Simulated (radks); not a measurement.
Si4+, 10 electrons, occupied as 1s1.75 2s2 2p6 3s0.25 (fractional occupations, a model configuration). Method: Dirac Kohn-Sham, BP86, spin-unpolarised, spherical densities, finite nucleus; Fermi nuclear charge, rms radius 3.1224 fm; computed with a radial shooting solver on a logarithmic mesh with Libxc functionals.

Spin-orbit splittings of the eigenvalues, e(l+1/2) - e(l-1/2), with zeta = 2 splitting/(2l+1) and mean radii in bohr:

| shell | occ. | splitting (eV) | zeta (eV) | <r> j=l-1/2 | <r> j=l+1/2 |
|---|---|---|---|---|---|
| 2p | 6 | 0.7090 | 0.4727 | 0.5163 | 0.5184 |
| 3p | 0 | 0.08504 | 0.05669 | 1.862 | 1.865 |
| 3d | 0 | 0.004836 | 0.001935 | 2.107 | 2.107 |
